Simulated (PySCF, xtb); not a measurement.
F2GeH4OSi, SMILES F[SiH](F)[O][GeH3].

GFN2-xTB run with xtb at its own geometry gives an orbital gap of 7.13 eV and a dipole moment of 2.24 D.

Geometry: PBE0-D3(BJ)/def2-SVP. This is a generated structure with no PubChem entry under its InChIKey; it may be hypothetical. One conformer was computed; it need not be the lowest.

Question: What does CAM-B3LYP/def2-TZVP run with PySCF give? (Estimate from the structure and the level; the computed values follow.)

Answer: gap 11.56 eV (levels -10.76 and 0.80 eV), dipole 2.13 D.
